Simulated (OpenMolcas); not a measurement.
S3+: effect of the basis set

```
Program             : OpenMolcas 26.06
Method              : SS-RASPT2, IPEA 0.25 Eh, imaginary shift 0.1 Eh (closed shells correlated: 2s 2p 3s)
Active space        : 1 electron in 9 orbitals (RAS2 3p; RAS3 3d 4s, at most 1 electron)
State averaging     : 2S+1 = 2 odd, 3 roots; 2S+1 = 2 even, 6 roots
Spin-orbit coupling : RASSI with atomic mean-field integrals over the reference wave functions, term energies averaged over their components
```

A. ANO-RCC-VQZP [6s5p3d2f1g], DKH2, point nucleus; CASPT2 step of the order of 2.1 core-seconds
B. ANO-R3 [6s5p4d3f1g], X2C, finite nucleus; CASPT2 step of the order of 3 core-seconds
C. ANO-RCC [8s7p5d4f2g], DKH2, point nucleus; CASPT2 step about 9 core-seconds

Energies in eV above 3s² 3p ²P°_1/2, the measured ground level; measured values from NIST levels in Podobedova, Kelleher and Wiese, J. Phys. Chem. Ref. Data 38, 171 (2009).

| Level | A | B | C | Measured |
| --- | --- | --- | --- | --- |
| 3s² 3p ²P°_1/2 | 0.0000 | 0.0000 | 0.0000 | 0.0000 |
| 3s² 3p ²P°_3/2 | 0.1066 | 0.1079 | 0.1089 | 0.1180 |
| 3s² 3d ²D_3/2 | 17.336 | 16.900 | 17.006 | 18.8621 |
| 3s² 3d ²D_5/2 | 17.338 | 16.903 | 17.009 | 18.8638 |
| 3s² 4s ²S_1/2 | 22.393 | 22.869 | 22.405 | 22.4967 |

Deviations, from unrounded energies. A percentage is the sum of absolute deviations over the sum of measured energies, with the sign that they share, or ± where signs differ.

```csv
Against measurement,Levels,A,B,C
mean absolute deviation (cm-1),4,6400,8700,7700
fine structure of the ground term (%),1,-9.6,-8.6,-7.7
other configurations (%),3,-5.2,±7.1,-6.3
```

A lies closest to measurement on these levels and B furthest from it. The largest miss of A in the table is 3s² 3d ²D_3/2, by -12000 cm-1. The ranking rests on the paired levels alone, and a cruder setting can come out closer through cancelling errors.

Among A to C the level of the table that moves most is 3s² 4s ²S_1/2, by 3800 cm-1 (lowest in A, highest in B). Moves below CASPT2's spread within the term are not significant.

CASPT2 breaks the degeneracy within a term, and the mean is taken; among the terms shown or strongly mixed into the levels shown the widest spread is 380 cm-1 (3s² 3d ²D, B). Over all roots computed the reference weight is 0.92 to 0.97 in A; the roots of lowest weight are the least certain, and an intruder state may touch them. ANO sets are built for valence states and can reach diffuse excited orbitals poorly, and with the s shell closed the s pⁿ⁺¹ terms that mix with these levels are absent. With one active electron, CASPT2 adds the correlation within the correlated inactive shells and between them and that electron, and leaves the splitting within a term as the reference gives it. Computed and measured levels are paired by configuration, term and J; levels that our copy of the source lacks, or whose pairing is in doubt (as where it misses far off the trend of its configuration), stay unpaired and out of the deviations. Levels of configurations outside the active space are missing.

° marks odd parity.
